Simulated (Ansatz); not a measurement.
`[GeH3][CH]1O[SiH2]O1` + H–F → `FC1O[SiH2]O1` + GeH₄  (substitution at a C–Ge bond)

Calculated with Ansatz (gas phase, PBE0-D4/def2-TZVP geometries, no zero-point term in ΔE). CBS: MP2 limit from def2 TZ/QZ plus the TZ coupled-cluster correction, frozen cores. This one scheme is used for every species. DFT in def2-TZVPP. For Ge outer-core shells are correlated without core-valence functions, which leaves a few kJ/mol of doubt a bond. Scalar relativity is left out up to krypton.

```tsv
level	ΔE (kcal/mol)	difference from CCSD(T)/CBS
PBE-D4	-4.6	-3.0
ωB97X-V	-6.6	-5.0
ωB97M-V	-5.8	-4.2
B2PLYP	-5.3	-3.7
PBE	-6.2	-4.6
HF/def2-TZVPP	-11.2	-9.6
MP2/def2-TZVPP	-1.2	0.4
CCSD(T)/def2-TZVPP	-3.4	-1.8
MP2/def2-QZVPP	-0.2	1.4
HF/CBS(def2)	-11.4	-9.8
CCSD(T)/CBS	-1.6	0
```

Largest T1 diagnostic among the species: 0.013.

In def2-TZVPP, CCSD(T) changes the Hartree–Fock value by +7.8 kcal/mol (the triples alone add +0.7 kcal/mol) and MP2 by +10.0 kcal/mol. The D4 term adds +2.5 kcal/mol with B3LYP and +1.4 kcal/mol with PBE0; it sums over pairs of atoms, weighted by their polarisabilities, and B3LYP, whose exchange is more repulsive, gets the larger term.

B3LYP here is the variant with VWN-RPA as its local correlation; programs differ in this.
